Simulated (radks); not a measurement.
All-electron atom: Ni10+ in [Ar].

All-electron calculation, scalar-relativistic Kohn-Sham, PBE, spin-polarised, spherical densities, finite nucleus; Fermi nuclear charge, rms radius 3.7757 fm. Program: a radial shooting solver on a logarithmic mesh with Libxc functionals.

Energy parts (hartree):
total: -1483.24691
kinetic: 1504.87101
electron-nucleus: -3378.15682
Hartree: 444.94192
exchange-correlation: -54.90303

Orbitals (lengths in bohr, moments of r in powers of bohr; r(max) is where P^2 peaks):
| orbital | occ. | eigenvalue (hartree) | r(max) |
|---|---|---|---|
| 1s | 2 | -311.5928 | 0.03540 |
| 2s | 2 | -46.11902 | 0.2045 |
| 2p | 6 | -41.07904 | 0.1649 |
| 3s | 2 | -12.73019 | 0.6084 |
| 3p | 6 | -11.19926 | 0.6032 |

The highest occupied level is 3p at -304.75 eV. For comparison, the ionisation energy in NIST's Atomic Spectra Database is 320 eV (semi-empirical). In exact Kohn-Sham theory the highest level is minus the ionisation energy, but local and semilocal functionals leave it too shallow, through self-interaction and a potential that decays too fast; potentials with the right tail come closer.
